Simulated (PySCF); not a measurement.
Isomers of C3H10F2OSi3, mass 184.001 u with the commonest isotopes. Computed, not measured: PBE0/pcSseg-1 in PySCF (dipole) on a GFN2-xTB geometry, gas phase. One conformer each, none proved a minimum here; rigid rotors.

Question: Order these by rotational constant B, smallest first.
A. `[F:1][C@@H:2]1[CH2:3][SiH2:4][Si@@:5]([F:6])([O:7][SiH3:8])[CH2:9]1` with Si4–Si5–O7–Si8 -91°, F1–C2–C3–Si4 -66°, C2–C3–Si4–Si5 -30°, C3–Si4–Si5–F6 121°, Si4–Si5–C9–C2 21°
B. `[O:1]=[CH:2][C:3]([SiH3:4])([SiH3:5])[SiH2:6][CH:7]([F:8])[F:9]` with O1–C2–C3–Si4 122°, C2–C3–Si6–C7 179°, C3–Si6–C7–F8 175°
C. `[OH:1][CH2:2][C:3]([F:4])([F:5])[Si@@H:6]1[CH2:7][SiH2:8][SiH2:9]1` with H–O1–C2–C3 -73°, O1–C2–C3–F4 -161°, C2–C3–Si6–C7 -171°, C3–Si6–C7–Si8 -102°, Si6–C7–Si8–Si9 -7°, C7–Si8–Si9–Si6 6°, C3–Si6–Si9–Si8 100°

Answer: A (588.3 MHz), B (676.4 MHz), C (717.2 MHz).

Question: Order these by rotational constant C, smallest first.
A. `[F:1][C@@H:2]1[CH2:3][SiH2:4][Si@@:5]([F:6])([O:7][SiH3:8])[CH2:9]1` with Si4–Si5–O7–Si8 -91°, F1–C2–C3–Si4 -66°, C2–C3–Si4–Si5 -30°, C3–Si4–Si5–F6 121°, Si4–Si5–C9–C2 21°
B. `[O:1]=[CH:2][C:3]([SiH3:4])([SiH3:5])[SiH2:6][CH:7]([F:8])[F:9]` with O1–C2–C3–Si4 122°, C2–C3–Si6–C7 179°, C3–Si6–C7–F8 175°
C. `[CH3:1][O:2][C:3]([F:4])([F:5])[Si@@H:6]1[CH2:7][SiH2:8][SiH2:9]1` with C1–O2–C3–F4 -57°, O2–C3–Si6–C7 60°, C3–Si6–C7–Si8 -90°, Si6–C7–Si8–Si9 -12°, C7–Si8–Si9–Si6 10°, C3–Si6–Si9–Si8 93°
D. `[OH:1][CH2:2][C:3]([F:4])([F:5])[Si@@H:6]1[CH2:7][SiH2:8][SiH2:9]1` with H–O1–C2–C3 -73°, O1–C2–C3–F4 -161°, C2–C3–Si6–C7 -171°, C3–Si6–C7–Si8 -102°, Si6–C7–Si8–Si9 -7°, C7–Si8–Si9–Si6 6°, C3–Si6–Si9–Si8 100°

Answer: A (545.1 MHz), D (604.1 MHz), B (621.6 MHz), C (690.6 MHz).

Question: Order these by dipole moment, smallest first.
A. `[CH3:1][O:2][C:3]([F:4])([F:5])[Si@@H:6]1[CH2:7][SiH2:8][SiH2:9]1` with C1–O2–C3–F4 -57°, O2–C3–Si6–C7 60°, C3–Si6–C7–Si8 -90°, Si6–C7–Si8–Si9 -12°, C7–Si8–Si9–Si6 10°, C3–Si6–Si9–Si8 93°
B. `[OH:1][CH2:2][C:3]([F:4])([F:5])[Si@@H:6]1[CH2:7][SiH2:8][SiH2:9]1` with H–O1–C2–C3 -73°, O1–C2–C3–F4 -161°, C2–C3–Si6–C7 -171°, C3–Si6–C7–Si8 -102°, Si6–C7–Si8–Si9 -7°, C7–Si8–Si9–Si6 6°, C3–Si6–Si9–Si8 100°
C. `[O:1]=[CH:2][C:3]([SiH3:4])([SiH3:5])[SiH2:6][CH:7]([F:8])[F:9]` with O1–C2–C3–Si4 122°, C2–C3–Si6–C7 179°, C3–Si6–C7–F8 175°
D. `[F:1][C@@H:2]1[CH2:3][SiH2:4][Si@@:5]([F:6])([O:7][SiH3:8])[CH2:9]1` with Si4–Si5–O7–Si8 -91°, F1–C2–C3–Si4 -66°, C2–C3–Si4–Si5 -30°, C3–Si4–Si5–F6 121°, Si4–Si5–C9–C2 21°

Answer: B (0.98 D), A (1.38 D), D (2.94 D), C (3.71 D).

```json
{"SMILES": "O=CC([SiH3])([SiH3])[SiH2]C(F)F", "point group": "C1", "Ia (u·Å²)": "418.96", "Ib (u·Å²)": "747.15", "Ic (u·Å²)": "813.03", "κ": "-0.81", "μa (D)": "2.88", "μb (D)": "1.80", "μc (D)": "1.49"}
{"SMILES": "F[C@@H]1C[SiH2][Si@@](F)(O[SiH3])C1", "point group": "C1", "Ia (u·Å²)": "285.27", "Ib (u·Å²)": "859.08", "Ic (u·Å²)": "927.11", "κ": "-0.93", "μa (D)": "0.84", "μb (D)": "1.60", "μc (D)": "2.31"}
{"SMILES": "OCC(F)(F)[Si@@H]1C[SiH2][SiH2]1", "point group": "C1", "Ia (u·Å²)": "332.87", "Ib (u·Å²)": "704.65", "Ic (u·Å²)": "836.60", "κ": "-0.75", "μa (D)": "0.08", "μb (D)": "0.96", "μc (D)": "0.16"}
{"SMILES": "COC(F)(F)[Si@@H]1C[SiH2][SiH2]1", "point group": "C1", "Ia (u·Å²)": "345.13", "Ib (u·Å²)": "715.18", "Ic (u·Å²)": "731.80", "κ": "-0.96", "μa (D)": "0.80", "μb (D)": "1.12", "μc (D)": "0.10"}
```
